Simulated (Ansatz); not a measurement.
Species: C₃H₃Cl, SMILES `C=C=CCl` (charge 0, multiplicity 1).

**Question.** Give a relaxed geometry from PBE0-D3(BJ)/def2-TZVP (Ansatz, a first-principles code).

**Answer.** the end point of this relaxation (outside a Z-matrix the atoms follow the SMILES, hydrogens last).
Cartesian coordinates (Å) in one orientation:
```xyz
7

C     -1.350    -0.140    -0.048
C     -0.056    -0.067     0.021
C      1.238    -0.010     0.096
Cl     2.146     1.389    -0.361
H     -1.847    -0.495    -0.946
H     -1.976     0.155     0.788
H      1.846    -0.833     0.450
```
